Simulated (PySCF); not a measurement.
Al(Cl)(SH)2 (AlClH2S2), SMILES [SH][Al]([SH])[Cl].

Geometry: PBE0-D3(BJ)/def2-SVP. One conformer was computed; it need not be the lowest.

Calculation: PySCF 2.14.0 with IEF-PCM-B3LYP/def2-SVP.

The values are the electrostatic part of the solvation free energy, E(continuum) − E(gas) at the gas-phase geometry, in a cavity of scaled van der Waals radii (PySCF's table); cavitation and dispersion terms are not included. A continuum can't describe solvent molecules that bind to the metal. In vacuum the orbital gap is 6.65 eV. The dipole moment in vacuum is 2.27 D.

Computed values in water (ε = 78.36), chlorobenzene (ε = 5.70), dichloromethane (ε = 8.93):
```csv
solvent,ε,ΔG(elec) (kcal/mol),dipole (D),gap (eV)
water,78.36,-7.1,3.12,6.80
chlorobenzene,5.70,-5.1,2.87,6.76
dichloromethane,8.93,-5.8,2.96,6.78
```
